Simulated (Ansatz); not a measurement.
`C[CH2][Al]([F])[Br]` + H–F → `[F][Al]([F])[Br]` + `CC` at 700 K and 1 bar (ligand exchange at the Al–C bond).

Computed with Ansatz on PBE0-D4/def2-TZVP structures; ΔE is electronic, products minus reactants. CBS: MP2 limit from def2 TZ/QZ plus the TZ coupled-cluster correction, frozen cores. This one scheme is used for every species. For Br outer-core shells are correlated without core-valence functions, which leaves a few kJ/mol of doubt a bond. Scalar relativity is left out up to krypton. Each species was taken in one conformer, which may not be the lowest.

```tsv
species	CCSD(T)/CBS energy (Eh)	H − E (kJ/mol)	S (J/(mol·K))
`C[CH2][Al]([F])[Br]`	-2994.40172	256.4	487.9
H–F	-100.39570	45.2	198.5
`[F][Al]([F])[Br]`	-3015.14527	61.9	373.1
`CC`	-79.71954	238.1	289.3
```

H − E and S are ideal-gas, rigid-rotor, harmonic terms from PBE0-D4/def2-TZVP, for one conformer and one mirror image of each species. 1 Eh = 2625.50 kJ/mol, R = 8.31446 J/(mol·K).

Q: By hand: ΔE, ΔH, ΔS and ΔG.

A: ΔE = (-3015.14527) + (-79.71954) − (-2994.40172) − (-100.39570) = -0.06739 Eh = -176.9 kJ/mol. Δ(H − E) = 61.9 + 238.1 − 256.4 − 45.2 = -1.6, so ΔH = -178.5 kJ/mol. ΔS = 373.1 + 289.3 − 487.9 − 198.5 = -24.0 J/(mol·K). ΔG = -178.5 − 700 × (-24.0)/1000 = -161.7 kJ/mol.

Q: By hand: the equilibrium constant, and the temperature at which ΔG would vanish if ΔH and ΔS stayed fixed.

A: log₁₀ K = −ΔG/(RT ln 10) = 12.1. ΔG = 0 at ΔH/ΔS = 7438 K, far beyond where these terms or the molecules hold.

ΔH outweighs TΔS. A doubt of 5 kJ/mol in ΔE shifts log₁₀ K by 0.4 here. Other conformers and mirror images would add mixing entropy, several J/(mol·K) or more a flexible species. Modes under 60 cm⁻¹, often nearly free rotors, make the harmonic entropy too high. These are equilibria of isolated gas molecules and say nothing of rates. Largest T1 diagnostic: 0.010 (customary marks: 0.02 for closed shells, 0.045 for open ones).
